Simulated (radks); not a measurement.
Minus the highest occupied eigenvalue as an estimate of the ionisation energy, Ag to Ag19+. The LB94 potential has the -1/r tail that LDA and GGA lack but no energy functional. Method: Dirac Kohn-Sham, LB94 model potential, spin-unpolarised, spherical densities, finite nucleus; open shells fill j = l - 1/2 first; Fermi nuclear charge, rms radius 4.5454 fm; computed with a radial shooting solver on a logarithmic mesh with Libxc functionals.

\begin{tabular}{lrrrrrr}
species & configuration & HOMO & -e(HOMO) (eV) & <r> (bohr) & IE, NIST (eV) & kind \\ \hline
Ag & [Kr] 4d10 5s1 & 5s1/2 & 9.228 & 2.87 & 7.576 & exp. \\
Ag+ & [Kr] 4d10 & 4d5/2 & 22.543 & 1.38 & 21.484 & exp. \\
Ag2+ & [Kr] 4d9 & 4d5/2 & 36.528 & 1.31 & 34.8 & semi-emp. \\
Ag3+ & [Kr] 4d8 & 4d5/2 & 51.924 & 1.26 & 49 & theory \\
Ag4+ & [Kr] 4d7 & 4d5/2 & 68.537 & 1.21 & 65 & theory \\
Ag5+ & [Kr] 4d6 & 4d5/2 & 86.238 & 1.17 & 82 & theory \\
Ag6+ & [Kr] 4d5 & 4d5/2 & 104.93 & 1.13 & 106 & theory \\
Ag7+ & [Kr] 4d4 & 4d3/2 & 125.47 & 1.09 & 125 & theory \\
Ag8+ & [Kr] 4d3 & 4d3/2 & 146.09 & 1.06 & 145 & theory \\
Ag9+ & [Kr] 4d2 & 4d3/2 & 167.56 & 1.03 & 167 & theory \\
Ag10+ & [Kr] 4d1 & 4d3/2 & 189.86 & 1.00 & 188 & theory \\
Ag11+ & [Kr] & 4p3/2 & 271.13 & 0.902 & 271.5 & semi-emp. \\
Ag12+ & [Ar] 3d10 4s2 4p5 & 4p3/2 & 296.53 & 0.888 & 294 & theory \\
Ag13+ & [Ar] 3d10 4s2 4p4 & 4p3/2 & 322.52 & 0.874 & 321 & theory \\
Ag14+ & [Ar] 3d10 4s2 4p3 & 4p3/2 & 349.09 & 0.861 & 347 & theory \\
Ag15+ & [Ar] 3d10 4s2 4p2 & 4p1/2 & 384.08 & 0.830 & 381 & theory \\
Ag16+ & [Ar] 3d10 4s2 4p1 & 4p1/2 & 412.36 & 0.817 & 408.4 & semi-emp. \\
Ag17+ & [Ar] 3d10 4s2 & 4s1/2 & 479.19 & 0.788 & 469 & theory \\
Ag18+ & [Ar] 3d10 4s1 & 4s1/2 & 509.46 & 0.777 & 500.9 & semi-emp. \\
Ag19+ & [Ar] 3d10 & 3d5/2 & 877.90 & 0.338 & 885 & theory \\
\end{tabular}

Reference values: NIST Atomic Spectra Database (exp. = measured, semi-emp. = semi-empirical, theory = theoretical value adopted there). Spin polarisation and multiplet splitting are left out.

Beside tabulated values, note that spin-unpolarised runs miss the spin-polarisation part of the exchange energy of open shells.
